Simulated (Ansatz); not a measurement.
`COCBCl` + HBr → `ClBBr` + dimethyl ether at 500 K and 1 bar (ligand exchange at a B–C bond).

Program: Ansatz. Geometries: PBE0-D4/def2-TZVP. ΔE: electronic, gas phase. CBS: MP2 limit from def2 TZ/QZ plus the TZ coupled-cluster correction, frozen cores. For Br outer-core shells are correlated without core-valence functions, which leaves a few kJ/mol of doubt a bond. Scalar relativity is left out up to krypton. Each species was taken in one conformer, which may not be the lowest.

```json
{"species": "`COCBCl`", "CCSD(T)/CBS energy (Eh)": "-639.46921", "H − E (kJ/mol)": "262.4", "S (J/(mol·K))": "396.0"}
{"species": "HBr", "CCSD(T)/CBS energy (Eh)": "-2573.91920", "H − E (kJ/mol)": "30.5", "S (J/(mol·K))": "213.7"}
{"species": "`ClBBr`", "CCSD(T)/CBS energy (Eh)": "-3058.55678", "H − E (kJ/mol)": "61.3", "S (J/(mol·K))": "314.7"}
{"species": "`COC`", "CCSD(T)/CBS energy (Eh)": "-154.86276", "H − E (kJ/mol)": "238.9", "S (J/(mol·K))": "303.2"}
```

H − E and S are ideal-gas, rigid-rotor, harmonic terms from PBE0-D4/def2-TZVP, for one conformer and one mirror image of each species. 1 Eh = 2625.50 kJ/mol, R = 8.31446 J/(mol·K).

Q: By hand: ΔE, ΔH, ΔS and ΔG.

A: ΔE = (-3058.55678) + (-154.86276) − (-639.46921) − (-2573.91920) = -0.03113 Eh = -81.7 kJ/mol. Δ(H − E) = 61.3 + 238.9 − 262.4 − 30.5 = 7.3, so ΔH = -74.4 kJ/mol. ΔS = 314.7 + 303.2 − 396.0 − 213.7 = 8.2 J/(mol·K). ΔG = -74.4 − 500 × (8.2)/1000 = -78.5 kJ/mol.

Q: By hand: the equilibrium constant, and the temperature at which ΔG would vanish if ΔH and ΔS stayed fixed.

A: log₁₀ K = −ΔG/(RT ln 10) = 8.2. ΔH and −TΔS have one sign here, so there is no such temperature.

The number of gas molecules stays the same, so ΔS is small and ΔH decides. A doubt of 5 kJ/mol in ΔE shifts log₁₀ K by 0.5 here. Other conformers and mirror images would add mixing entropy, several J/(mol·K) or more a flexible species. These are equilibria of isolated gas molecules and say nothing of rates. Largest T1 diagnostic: 0.011 (customary marks: 0.02 for closed shells, 0.045 for open ones).

ΔS is within the doubt of such terms, so its sign, and with it that verdict, could turn.
